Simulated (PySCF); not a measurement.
## How methods differ on the ionisation energy of Kr²⁶⁺

Kr²⁶⁺ [Ne] → Kr²⁷⁺ [He] 2s2 2p5 [2p1/2^2 2p3/2^3, M_J = 3/2], as a difference of total energies. Calculation: PySCF 2.14, in an uncontracted even-tempered set (18 s from 8.4 bohr⁻², ratio 2.4; 12 p from 11 bohr⁻², ratio 2.4; 5 d from 46 bohr⁻², ratio 2.6; 5 f from 68 bohr⁻², ratio 2.6); the two-component X2C-1e Hamiltonian. Correlated levels: nothing frozen; the 34 highest virtual spinors dropped. "Screened" scales the spin-orbit matrix elements by Boettger's factors to mimic the two-electron term; Breit and QED terms are absent.

```csv
method,ionisation energy (eV)
GHF (spin-free),2944.5
GMP2 (spin-free),2946.0
GHF (screened spin-orbit),2926.3
GMP2 (screened spin-orbit),2927.7
```

For this ion Breit and QED terms and the two-electron picture change, all absent here, outweigh the correlation shift from GHF to GMP2.

The spin-free rows lack the spin-orbit shift.

For comparison: 2928.9 ± 1.7 eV (semi-empirical (NIST evaluation); NIST Atomic Spectra Database, ionization energies).
